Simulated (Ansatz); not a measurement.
C2H5FO2Si can be A, `O=COC(F)[SiH3]`, or B, `CO[Si]1(F)CO1`.

Isolated molecules relaxed with PBE0-D4/def2-TZVP in Ansatz; ΔE leaves out vibrations. CBS: MP2 limit from def2 TZ/QZ plus the TZ coupled-cluster correction, frozen cores. DFT in def2-TZVPP. One conformer a species, not always the lowest.

A:

Z-matrix (Å, degrees):
```
C
F 1 1.377
Si 1 1.911 2 109.9
O 1 1.411 2 108.1 3 -118.2
H 1 1.094 2 106.9 3 124.4
H 3 1.484 1 108.0 2 178.6
H 3 1.482 1 108.8 2 -61.1
H 3 1.483 1 107.9 2 59.4
C 4 1.351 1 116.8 2 -87.7
O 9 1.190 4 126.0 1 -2.5
H 9 1.099 4 108.5 1 178.2
```

B:

```xyz
11

C     1.159    1.187   -1.291
O     0.014    0.496   -0.829
Si   -0.284   -0.136    0.614
F     0.845    0.351    1.616
C    -1.262   -1.586    0.947
O    -1.809   -0.172    1.158
H     1.840    1.437   -0.474
H     1.686    0.566   -2.019
H     0.834    2.107   -1.778
H    -1.816   -2.113    0.174
H    -1.207   -2.137    1.883
```

(1) Which isomer does CCSD(T)/CBS put lower? Give the gap. (Estimate.)

(2) Give E(B) − E(A) in kcal/mol with r2SCAN-D4, ωB97M-V, CCSD(T)/def2-TZVPP, PBE-D4, CCSD/def2-TZVPP, PBE0-D4, MP2/def2-TZVPP. (An estimate is asked.)

Largest T1 diagnostic: 0.015.

Results:

(1) The calculation gave: B, by 73.9 kcal/mol.

(2) Computed: r2SCAN-D4 -70.3, ωB97M-V -70.5, CCSD(T)/def2-TZVPP -70.8, PBE-D4 -63.7, CCSD/def2-TZVPP -72.0, PBE0-D4 -68.0, MP2/def2-TZVPP -75.7. None reverses the order clearly.

From PBE to PBE0 (25 % exact exchange), in def2-TZVPP and without D4, E(B) − E(A) moves by −4.3 kcal/mol. In def2-TZVPP, CCSD(T) changes the Hartree–Fock value by −2.5 kcal/mol (the triples alone add +1.2 kcal/mol) and MP2 by −7.3 kcal/mol.
